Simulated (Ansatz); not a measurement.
A run of Ansatz (development build ahead of 0.2.0) on singlet H16 at this shape:

```xyz
16

H     0.2553   -1.4605    0.9916
H     0.9579   -1.6431    1.1132
H    -1.9168   -0.8962    0.6157
H    -1.2142   -1.0787    0.7372
H     0.7301   -1.0952   -1.2037
H     1.4327   -1.2778   -1.0821
H    -1.4420   -0.5309   -1.5796
H    -0.7394   -0.7134   -1.4580
H     0.7394    0.7134    1.4580
H     1.4420    0.5309    1.5796
H    -1.4327    1.2778    1.0821
H    -0.7301    1.0952    1.2037
H     1.2142    1.0787   -0.7372
H     1.9168    0.8962   -0.6157
H    -0.9579    1.6431   -1.1132
H    -0.2553    1.4605   -0.9916
```

Its results:

| Quantity | Value |
| --- | --- |
| Converged | yes |
| Reference energy | -8.95407 hartree |
| Correlation energy | -0.22553 hartree |
| Total energy | -9.17960 hartree |
| Spin squared of the determinant | 0.000 |

Q: Which input gives this output? Name the method, the orbitals and the basis set, and write the input.

A: RHF-MP2 in def2-SVP. An unrestricted run that stays on the closed shell gives the same numbers.

```yaml
crystal:
  periodic: [false, false, false]
  atoms:
    - { symbol: H, position_ang: [0.25531, -1.46051, 0.99155] }
    - { symbol: H, position_ang: [0.95795, -1.64306, 1.11315] }
    - { symbol: H, position_ang: [-1.91683, -0.89618, 0.61565] }
    - { symbol: H, position_ang: [-1.21419, -1.07873, 0.73725] }
    - { symbol: H, position_ang: [0.73011, -1.09522, -1.20369] }
    - { symbol: H, position_ang: [1.43275, -1.27777, -1.0821] }
    - { symbol: H, position_ang: [-1.44203, -0.53089, -1.57959] }
    - { symbol: H, position_ang: [-0.73939, -0.71344, -1.458] }
    - { symbol: H, position_ang: [0.73939, 0.71344, 1.458] }
    - { symbol: H, position_ang: [1.44203, 0.53089, 1.57959] }
    - { symbol: H, position_ang: [-1.43275, 1.27777, 1.0821] }
    - { symbol: H, position_ang: [-0.73011, 1.09522, 1.20369] }
    - { symbol: H, position_ang: [1.21419, 1.07873, -0.73725] }
    - { symbol: H, position_ang: [1.91683, 0.89618, -0.61565] }
    - { symbol: H, position_ang: [-0.95795, 1.64306, -1.11315] }
    - { symbol: H, position_ang: [-0.25531, 1.46051, -0.99155] }
basis:
  gaussian: { orbitals: def2-SVP }
hamiltonian:
  xc: hf
correlation:
  method: mp2
  frozen_orbitals: { H: 0 }
```
